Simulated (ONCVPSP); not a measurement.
# An all-electron radial function and its pseudo partner (niobium (Nb))

Columns: radius, all-electron u(r) and pseudo u(r) of the 4s shell (level -58.35 eV) of niobium in the configuration [Ar] 3d10 4s2 4p6 4d4 5s1; PBEsol, scalar-relativistic, ONCV scheme, ONCVPSP 4.0.1.

```csv
r (bohr),all-electron,pseudo
0.140,0.2778,0.1267
0.280,-0.5029,0.2674
0.420,-0.4297,0.4317
0.560,0.1204,0.6125
0.700,0.6333,0.7845
0.840,0.9468,0.9189
0.980,1.0694,0.9965
1.120,1.0573,1.0063
1.260,0.9674,0.9478
1.400,0.8424,0.8386
1.540,0.7092,0.7089
1.680,0.5829,0.5828
1.820,0.4707,0.4707
1.960,0.3752,0.3752
2.100,0.2961,0.2961
2.240,0.2319,0.2318
2.380,0.1805,0.1804
2.520,0.1398,0.1397
2.660,0.1078,0.1078
2.800,0.0829,0.0829
2.940,0.0636,0.0636
3.080,0.0487,0.0486
3.220,0.0372,0.0371
3.360,0.0283,0.0283
3.500,0.0216,0.0216
3.640,0.0164,0.0164
```

Question: How many radial nodes do the two functions have?

Answer: The all-electron 4s function has n − l − 1 = 3 (the table is too coarse to show those close to the nucleus); the pseudo-wave has 0, since the states of the same l below it are removed with the core.

Question: At about which radius was the pseudo-wave matched?

Answer: 1.75 bohr. The columns agree to 0.0005 from 1.54 bohr on; several derivatives are matched, so the curves merge somewhat inside the radius.

Question: Where does each function peak?

Answer: Outermost all-electron maximum near 0.98 bohr, pseudo maximum near 1.12 bohr (to the table’s step).

Question: Is the pseudo-wave norm-conserving?

Answer: Yes: the ONCV scheme keeps the norm inside the radius equal to the all-electron one, which fixes the energy derivative of the logarithmic derivative at the level.
